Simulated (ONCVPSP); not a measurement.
**F (Z = 9) ONCV: all-electron and pseudo phase curves**

```
Element                 : F (Z = 9)
Generator               : ONCVPSP 4.0.1
Type                    : optimised norm-conserving Vanderbilt (ONCV)
Functional              : PW91
Relativity              : non-relativistic
Frozen core             : [He]
Valence charge          : 7
Reference configuration : 2s1 2p6
Partial waves           : 2s: rc 0.80 bohr, ncon 3, nbas 6, qcut 9.6 1/bohr, 2 projectors, debl 2.1 Ha; 2p: rc 1.05 bohr, ncon 5, nbas 8, qcut 16.2 1/bohr, 1 projector; d scattering state at 0.12 Ha: rc 0.85 bohr, ncon 4, nbas 9, qcut 12.1 1/bohr, 2 projectors, debl 0.9 Ha
Local potential         : polynomial inside 0.70 bohr (lpopt 5, dvloc0 0 Ha)
Core correction         : none
```

The phase is arctan(r·R′/R) of the radial function R(r), unwrapped; energies in Ha, scanned from -3 to 5 Ha. A pole is an energy at which the radial function vanishes at the test radius. The pseudo phase is shifted by a multiple of π to meet the all-electron one at the reference energy, and phase errors are pseudo minus all-electron; the curves can meet again beyond the range given. Levels narrower than the energy grid can be missing from the lists of poles.

Task: For each channel, where are the poles, and over which energies does the pseudopotential scatter like the atom?

Result:

| channel | radius (bohr) | reference energy (Ha) | poles, all-electron | poles, pseudo | unbroken range about the reference energy with phases within 0.05 rad | phase error 1 Ha above the reference energy (rad) |
| --- | --- | --- | --- | --- | --- | --- |
| s | 0.81 | -1.11 | none | none | the whole range | +0.000 |
| p | 1.06 | -0.43 | 1.69 | 1.70 | the whole range | +0.001 |
| d | 0.86 | 0.12 | none | none | the whole range | +0.000 |

Phases in the p channel:

```json
{"E (Ha)": "-2.98", "all-electron": "0.767", "pseudo": "0.769"}
{"E (Ha)": "-2.54", "all-electron": "0.601", "pseudo": "0.603"}
{"E (Ha)": "-2.10", "all-electron": "0.353", "pseudo": "0.355"}
{"E (Ha)": "-1.66", "all-electron": "-0.002", "pseudo": "-0.001"}
{"E (Ha)": "-1.22", "all-electron": "-0.423", "pseudo": "-0.422"}
{"E (Ha)": "-0.78", "all-electron": "-0.792", "pseudo": "-0.792"}
{"E (Ha)": "-0.34", "all-electron": "-1.056", "pseudo": "-1.056"}
{"E (Ha)": "0.10", "all-electron": "-1.235", "pseudo": "-1.235"}
{"E (Ha)": "0.54", "all-electron": "-1.361", "pseudo": "-1.361"}
{"E (Ha)": "0.98", "all-electron": "-1.456", "pseudo": "-1.454"}
{"E (Ha)": "1.42", "all-electron": "-1.531", "pseudo": "-1.529"}
{"E (Ha)": "1.86", "all-electron": "-1.595", "pseudo": "-1.592"}
{"E (Ha)": "2.30", "all-electron": "-1.653", "pseudo": "-1.649"}
{"E (Ha)": "2.74", "all-electron": "-1.709", "pseudo": "-1.703"}
{"E (Ha)": "3.18", "all-electron": "-1.766", "pseudo": "-1.757"}
{"E (Ha)": "3.62", "all-electron": "-1.828", "pseudo": "-1.815"}
{"E (Ha)": "4.06", "all-electron": "-1.899", "pseudo": "-1.881"}
{"E (Ha)": "4.50", "all-electron": "-1.986", "pseudo": "-1.959"}
{"E (Ha)": "4.94", "all-electron": "-2.099", "pseudo": "-2.058"}
```
